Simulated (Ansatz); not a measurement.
Molecule: vinylidene fluoride, C₂H₂F₂, charge 0, multiplicity 1. 
Structure (B3LYP-D3(BJ)/def2-TZVP (Ansatz, a quantum-chemistry and plane-wave program) minimum search):
```
C
C 1 1.3156
F 1 1.3225 2 125.22
F 1 1.3225 2 125.22 3 -180.00
H 2 1.0775 1 119.81 3 0.00
H 2 1.0775 5 120.39 1 180.00
```
Charge 0, spin multiplicity 1.

Quantity: atomisation energy (electronic, to ground-state atoms), in eV. Cores are frozen in the correlated levels unless marked. UHF or UKS for open shells. Spin-orbit coupling is left out. Non-relativistic. The coupled-cluster limit lacks core correlation, which all-electron functionals hold. CBS(X,Y): correlation extrapolated as X^-3; Hartree-Fock from the larger set. [CCSD(T)-MP2]/basis is that difference in the basis named.

```tsv
level	program	atomisation energy (eV)
HF/aug-cc-pVQZ	Ansatz	17.88
HF/cc-pVQZ	Ansatz	17.87
```

**Question.** What does RI-MP2/CBS(aug-cc-pVTZ,aug-cc-pVQZ)+[CCSD(T)-MP2]/aug-cc-pVTZ (Ansatz) give?

**Answer.** 25.38 eV, so HF/cc-pVQZ differs from it by -7.51 eV.
